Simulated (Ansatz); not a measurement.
Stepwise reaction of `CN(C)[SiH](O)O` with hydrogen, as a gas-phase model of exchange steps in deposition or etching. ΔE in kJ/mol.

Isolated molecules relaxed with PBE0-D4/def2-TZVP in Ansatz; ΔE leaves out vibrations. CCSD(T)/CBS is the MP2 limit (def2-TZVPP, def2-QZVPP) plus CCSD(T) − MP2 in def2-TZVPP, frozen cores. This one scheme is used for every species. DFT in def2-TZVPP. B3LYP here is the variant with VWN-RPA as its local correlation; programs differ in this. One conformer a species, not always the lowest.

| step | reaction | PBE-D4 | B3LYP-D4 | ωB97M-V | CCSD(T)/CBS |
| --- | --- | --- | --- | --- | --- |
| 1 | `CN(C)[SiH](O)O` + H₂ → `CN(C)[SiH2]O` + H₂O | 91.6 | 98.5 | 100.1 | 96.7 |
| 2 | `CN(C)[SiH2]O` + H₂ → `CN(C)[SiH3]` + H₂O | 85.7 | 90.8 | 91.7 | 89.2 |

Q: By hand: ΔE of the 2 steps together at CCSD(T)/CBS.

A: (96.7) + (89.2) = 185.9 kJ/mol, or 93.0 kJ/mol a step.

In ΔE each step is lower than the one before. All are uphill at CCSD(T)/CBS. PBE-D4 differs from CCSD(T)/CBS by -5.1 to -3.5 kJ/mol a step. Isolated molecules leave out the surface, adducts and barriers. Largest T1 diagnostic: 0.011.
